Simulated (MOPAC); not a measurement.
Input for MOPAC: PM7 on H3NSn (SMILES [NH2][SnH]), a point of a bond scan (R = 2.415 Å).

```
PM7 1SCF PRECISE CHARGE=0 THREADS=1
H3NSn

Sn    -0.11927895 1     0.17664945 1     0.24401699 1
H     -0.73133269 1     1.78575066 1    -1.44924069 1
N      0.67637723 1    -1.05570039 1    -1.15735305 1
H      0.70027728 1    -0.86642154 1    -2.14802155 1
H      1.10168186 1    -1.94472436 1    -0.94110888 1
```

It printed:

```
*******************************************************************************
 **                                                                           **
 **                              MOPAC v23.2.5                                **
 **                                                                           **
 *******************************************************************************
 ** MOPAC's Digital Object Identifier: https://doi.org/10.5281/zenodo.6511958 **
 **                                                                           **
 ** Please cite the open-source release paper for use of this MOPAC version:  **
 ** J. E. Moussa and J. J. P. Stewart (2026)                                  **
 ** MOPAC: An open-source semiempirical molecular orbital program             **
 ** J. Open Source Softw., 11(119), 8025, https://doi.org/10.21105/joss.08025 **
 *******************************************************************************

                              PM7 CALCULATION RESULTS

 *******************************************************************************
 *  PM7        - The PM7 Hamiltonian to be used
 *
 *
 *
 *                 CHARGE ON SYSTEM = 0
 *
 *
 *
 *  PRECISE    - TIGHTER CRITERIA TO BE USED
 *  1SCF       - DO 1 SCF AND THEN STOP
 *  THREADS=1  - MULTI-THREADING NOT USED
 *  T=         - A TIME OF 172800.0 SECONDS REQUESTED
 *  DUMP=N     - RESTART FILE WRITTEN EVERY 7200.0 SECONDS REQUESTED
 *******************************************************************************
PM7 1SCF PRECISE CHARGE=0 THREADS=1
 H3NSn

   ATOM   CHEMICAL          X               Y               Z
  NUMBER   SYMBOL      (ANGSTROMS)     (ANGSTROMS)     (ANGSTROMS)

     1      Sn         -0.11927895  *   0.17664945  *   0.24401699  *
     2       H         -0.73133269  *   1.78575066  *  -1.44924069  *
     3       N          0.67637723  *  -1.05570039  *  -1.15735305  *
     4       H          0.70027728  *  -0.86642154  *  -2.14802155  *
     5       H          1.10168186  *  -1.94472436  *  -0.94110888  *



          CARTESIAN COORDINATES

    NO.       ATOM           X           Y           Z

     1        Sn         -0.1193      0.1766      0.2440
     2         H         -0.7313      1.7858     -1.4492
     3         N          0.6764     -1.0557     -1.1574
     4         H          0.7003     -0.8664     -2.1480
     5         H          1.1017     -1.9447     -0.9411

 General Reference for PM7:
 "Optimization of Parameters for Semiempirical Methods VI: More Modifications to the
 NDDO Approximations and Re-optimization of Parameters", J. J. P. Stewart, J. Mol. Mod., 1:32, 19 (2013)
 https://link.springer.com/article/10.1007/s00894-012-1667-x

           Empirical Formula: H3 N Sn  =     5 atoms



      MOLECULAR POINT GROUP   :   Cs


      RHF CALCULATION, NO. OF DOUBLY OCCUPIED LEVELS = 6


 -------------------------------------------------------------------------------
 PM7 1SCF PRECISE CHARGE=0 THREADS=1
 H3NSn



     1SCF WAS SPECIFIED, SO BFGS WAS NOT USED
     SCF FIELD WAS ACHIEVED


                              PM7 CALCULATION
                                                       MOPAC v23.2.5 Linux




          FINAL HEAT OF FORMATION =         97.89238 KCAL/MOL =     409.58172 KJ/MOL


          COSMO AREA              =        100.71 SQUARE ANGSTROMS
          COSMO VOLUME            =         87.90 CUBIC ANGSTROMS

          IONIZATION POTENTIAL    =          7.974963 EV
          HOMO LUMO ENERGIES (EV) =         -7.975  2.078
          NO. OF FILLED LEVELS    =          6
          MOLECULAR WEIGHT        =        135.7204         POINT GROUP:  Cs

          MOLECULAR DIMENSIONS (Angstroms)

            Atom       Atom       Distance
            H     5    H     2     4.18743
            H     4   Sn     1     2.54677
            N     3   Sn     1     0.00000


          SCF CALCULATIONS        =          1





   ATOM   CHEMICAL          X               Y               Z
  NUMBER   SYMBOL      (ANGSTROMS)     (ANGSTROMS)     (ANGSTROMS)

     1      Sn         -0.11927895  *   0.17664945  *   0.24401699  *
     2       H         -0.73133269  *   1.78575066  *  -1.44924069  *
     3       N          0.67637723  *  -1.05570039  *  -1.15735305  *
     4       H          0.70027728  *  -0.86642154  *  -2.14802155  *
     5       H          1.10168186  *  -1.94472436  *  -0.94110888  *

                             CARTESIAN COORDINATES

   1   Sn       -0.119278950     0.176649450     0.244016990
   2    H       -0.731332690     1.785750660    -1.449240690
   3    N        0.676377230    -1.055700390    -1.157353050
   4    H        0.700277280    -0.866421540    -2.148021550
   5    H        1.101681860    -1.944724360    -0.941108880


           Empirical Formula: H3 N Sn  =     5 atoms



      MOLECULAR POINT GROUP   :   Cs


                  EIGENVALUES
 -33.95122 -15.74853 -13.75616  -9.83171  -9.17294  -7.97496   2.07848   2.58832
   3.54499   6.89677   7.71994


              NET ATOMIC CHARGES AND DIPOLE CONTRIBUTIONS

  ATOM NO.   TYPE          CHARGE      No. of ELECS.   s-Pop       p-Pop
    1         Sn           0.692687        3.3073     1.76799     1.53932
    2          H          -0.169169        1.1692     1.16917
    3          N          -1.081401        6.0814     1.60915     4.47225
    4          H           0.281461        0.7185     0.71854
    5          H           0.276422        0.7236     0.72358
 DIPOLE           X         Y         Z       TOTAL
 POINT-CHG.    -0.906     0.867     3.848     4.047
 HYBRID         1.209    -1.330    -4.398     4.751
 SUM            0.302    -0.463    -0.551     0.781


          ATOMIC ORBITAL ELECTRON POPULATIONS

     Atom    s        px        py        pz
    1 Sn   1.76799   0.17863   0.46926   0.89143
    2  H   1.16917
    3  N   1.60915   1.77966   1.40620   1.28639
    4  H   0.71854
    5  H   0.72358

 **********************
 *                    *
 * JOB ENDED NORMALLY *
 *                    *
 **********************




 == MOPAC DONE ==
```

The run finished.

Cost: very roughly 0.020 core-seconds.
